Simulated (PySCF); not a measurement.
## Unknown compound

Molecular formula: C$_{5}$H$_{10}$OSi$_{3}$. Simulated spectra:

$^{1}$H NMR (400 MHz, computed): δ 7.87 (m, 1H), 6.96 (m, 1H), 6.67 (m, 1H), 5.42 (m, 1H), 4.86 (m, 2H), 4.77 (m, 2H), 0.76 (m, 1H), 0.69 (m, 1H).

$^{13}$C{$^{1}$H} NMR (computed): δ 155.7 (C), 154.1 (CH), 128.9 (CH), 117.3 (CH), -10.0 (CH2).

One computed conformer, gas phase, non-relativistic, averaged over atoms made equivalent by symmetry, fast rotation or ring inversion. Geometry: GFN2-xTB; σ from GIAO-PBE0/pcSseg-1; PySCF 2.14.

Shifts are taken against calculated references (same method and geometry level): $^{1}$H and $^{13}$C vs TMS.

**Question.** Which of these isomers gave the spectra?
A. C#C[Si@@H](O[SiH3])[SiH2]C#CC
B. C#C[Si@@H](C)[Si@H](C#C)O[SiH3]
C. C#C[Si](C#C)(O[SiH3])[SiH2]C
D. C#C[Si@@H](C)[Si@@H](C#C)O[SiH3]
E. c1coc([SiH]2[SiH2]C[SiH2]2)c1

**Answer.** E. 

1. Rings plus π bonds: 4 (2 rings in the answer).
2. 5 carbon signals for 5 carbons: no two carbons are equivalent.
3. Carbon types of the structure: 1 × C, 3 × CH, 1 × CH2, leaving 5 H on heteroatoms.
4. δC 155.7: substituted aromatic carbon next to the ring oxygen.
5. δC 154.1: aromatic CH next to the ring oxygen.
6. δC 128.9, 117.3: aromatic CH.
7. δC -10.0: sp3 CH2 bonded to 2 Si; an electropositive neighbour leaves it electron-rich and shielded.
8. δH 6.96, 6.67: hydrogen on an aromatic CH; it sits in the deshielding region of the aromatic ring current.

The others: C#C[Si@@H](O[SiH3])[SiH2]C#CC would give 6 signals for carbon-bound and other non-exchanging H, not 8; C#C[Si@@H](C)[Si@@H](C#C)O[SiH3] would give 6 signals for carbon-bound and other non-exchanging H, not 8; C#C[Si](C#C)(O[SiH3])[SiH2]C would give 3 carbon signals, not 5; C#C[Si@@H](C)[Si@H](C#C)O[SiH3] would give 6 signals for carbon-bound and other non-exchanging H, not 8.

Shifts are as computed. Against solution values, carbons near 30 ppm lie about +3 ppm off and those near 130 ppm about +5 ppm. Of 1211 compounds with measured shifts, 218 miss one by over three times the rms of a fit or turn the order of signals round; such compounds aren't used in these exercises. Multiplicities follow the n + 1 count of equivalent neighbours, as no J values were calculated; m marks all less simple cases, F and P coupling included.
